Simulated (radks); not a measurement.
Task: All-electron atom: As19+ in [Ne] 3s2 3p2. Calculated with a radial shooting solver on a logarithmic mesh with Libxc functionals: Dirac Kohn-Sham, LDA (Slater exchange, Perdew-Wang correlation), spin-unpolarised, spherical densities, finite nucleus; open shells are shared between the two j in proportion to 2j + 1; Fermi nuclear charge, rms radius 4.0968 fm.

Spin-orbit splittings of the eigenvalues, e(l+1/2) - e(l-1/2), with zeta = 2 splitting/(2l+1) and mean radii in bohr:

| shell | occ. | splitting (eV) | zeta (eV) | <r> j=l-1/2 | <r> j=l+1/2 |
|---|---|---|---|---|---|
| 2p | 6 | 37.31 | 24.87 | 0.1725 | 0.1760 |
| 3p | 2 | ? | ? | 0.4940 | 0.4996 |
| 3d | 0 | 1.659 | 0.6636 | 0.4499 | 0.4516 |

Estimate the 3p splitting.

Result: 8.153 eV (zeta = 5.435 eV).
